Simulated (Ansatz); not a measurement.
Reaction (hydrogenolysis of a Ge–C bond): `[CH3][GeH2][F]` + H₂ → `[F][GeH3]` + CH₄

Program: Ansatz. Geometries: PBE0-D4/def2-TZVP. ΔE: electronic, gas phase. CCSD(T)/CBS is the MP2 limit (def2-TZVPP, def2-QZVPP) plus CCSD(T) − MP2 in def2-TZVPP, frozen cores. This one scheme is used for every species. DFT in def2-TZVPP. HSE06 is defined as in plane-wave codes. For Ge outer-core shells are correlated without core-valence functions, which leaves a few kJ/mol of doubt a bond. Scalar relativity is left out up to krypton.

CCSD(T)/CBS gives -24.6 kJ/mol.

Question: Another level gave -40.3 kJ/mol. Which?
A. SCS-MP2/def2-TZVPP
B. BHLYP/def2-TZVPP
C. HF/def2-TZVPP
D. HSE06/def2-TZVPP

Answer: B. BHLYP -40.3, HSE06 -32.5, SCS-MP2/def2-TZVPP -27.4, HF/def2-TZVPP -48.2 kJ/mol.

Question: What do rigid-rotor, harmonic-oscillator terms from PBE0-D4/def2-TZVP frequencies (298.15 K, 1 bar) make of the CCSD(T)/CBS value? (Estimate.)

Answer: Ansatz gave: ΔZPE = +14.5 kJ/mol, ΔH = -13.1 kJ/mol, ΔS = 6 J/(mol·K), ΔG = -14.7 kJ/mol.

Largest T1 diagnostic among the species: 0.012.

At CCSD(T), def2-SVP lies −16.3 kJ/mol from the extrapolated value and def2-TZVPP −2.4 kJ/mol. The D4 term adds +6.2 kJ/mol with B3LYP and +3.3 kJ/mol with PBE0; it sums over pairs of atoms, weighted by their polarisabilities, and B3LYP, whose exchange is more repulsive, gets the larger term. In def2-TZVPP, CCSD(T) changes the Hartree–Fock value by +21.2 kJ/mol (the triples alone add +3.6 kJ/mol) and MP2 by +26.4 kJ/mol.

B3LYP here is the variant with VWN-RPA as its local correlation; programs differ in this.
